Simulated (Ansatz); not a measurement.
`C[Si](C)(C)[CH2][Ga]([F])[F]`, relaxed with RKS PBE0-D4/def2-TZVP in Ansatz from a GFN2-xTB geometry. The force threshold is 0.005 eV/Å; the program also tests the step.

Total charge 0; spin multiplicity 1.

Start:

```xyz
19

C    -1.111   -1.095   -0.967
Si   -0.357    0.387   -0.036
C    -1.704    1.430    0.821
C     0.781    1.415   -1.163
C     0.745   -0.354    1.357
Ga    1.861   -1.818    0.527
F     2.309   -3.340    1.303
F     2.519   -1.765   -1.112
H    -1.823   -0.798   -1.730
H    -1.619   -1.771   -0.282
H    -0.314   -1.658   -1.458
H    -2.344    1.904    0.085
H    -2.337    0.825    1.463
H    -1.271    2.216    1.432
H     1.178    2.286   -0.650
H     1.623    0.808   -1.489
H     0.262    1.764   -2.049
H     0.181   -0.818    2.163
H     1.419    0.385    1.786
```

Task: How much energy does the relaxation release, and in how many steps? (Estimate.)

Result: Ansatz gave: 14.39 kJ/mol, in 25 steps, 6 of them rejected.

Task: Which bonds change most? (Best estimate.)

Result: Ansatz gave: C5–Ga6 from 2.020 to 1.927 Å; Si2–C3 from 1.907 to 1.871 Å; Si2–C5 from 1.924 to 1.889 Å; Si2–C4 from 1.903 to 1.869 Å.

Task: Give the relaxed structure. (Best estimate.)

Result: The calculation gave: 
```xyz
19

C    -1.152   -1.083   -0.927
Si   -0.340    0.338   -0.012
C    -1.644    1.406    0.800
C     0.706    1.345   -1.190
C     0.791   -0.379    1.320
Ga    1.938   -1.746    0.592
F     1.884   -3.449    0.982
F     3.140   -1.447   -0.647
H    -1.879   -0.711   -1.655
H    -1.682   -1.751   -0.243
H    -0.424   -1.682   -1.484
H    -2.306    1.850    0.051
H    -2.261    0.823    1.489
H    -1.187    2.222    1.367
H     1.166    2.196   -0.680
H     1.510    0.742   -1.622
H     0.101    1.737   -2.012
H     0.215   -0.824    2.136
H     1.423    0.413    1.734
```
